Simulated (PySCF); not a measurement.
Compound: C5H5NP (charge -1).
Structure used (GFN2-xTB), in Å, numbered top down from 1:
```xyz
12
C5H5NP angstrom
P      2.5898    0.8620   -0.2906
C      0.9442    0.2800   -0.0984
C     -0.1585    1.1390   -0.2996
C     -1.4387    0.6621   -0.1434
C     -1.6262   -0.6685    0.2126
N     -0.6085   -1.5055    0.4098
C      0.6119   -1.0458    0.2593
H      3.1717   -0.3495    0.0168
H      0.0222    2.1711   -0.5766
H     -2.2958    1.3106   -0.2943
H     -2.6178   -1.0893    0.3472
H      1.4068   -1.7669    0.4310
```

Computed at PBE0/pcSseg-1 (PySCF, non-relativistic), with Q(14N) = 0.02044 b: N6, 14N (I = 1): χzz = -5.298 MHz, η = 0.431.

**Question.** Find the zero-field quadrupole resonance frequencies of 14N at N6.

**Answer.** From ν± = (3/4)|χ|(1 ± η/3) and ν0 = |χ|η/2: ν+ 4.545 MHz, ν− 3.402 MHz, ν0 1.143 MHz (pyridine-type nitrogen).

In a crystal, neighbours and librations shift these lines. Isolated species at its GFN2-xTB geometry (one conformer only). The pcSseg-1 basis has no diffuse functions, a weakness for an anion. The HOMO energy is positive at this level (+0.28 eV), so the outermost electrons may be held by the finite basis alone. GFN2-xTB bond lengths can be off by several hundredths of an ångström, more for odd bonds, and the gradients follow them. These gradients aren't converged with respect to the basis.

These values come from a run that also computed NMR shieldings. Rough CPU time on one thread of a shared machine: about 50 s.
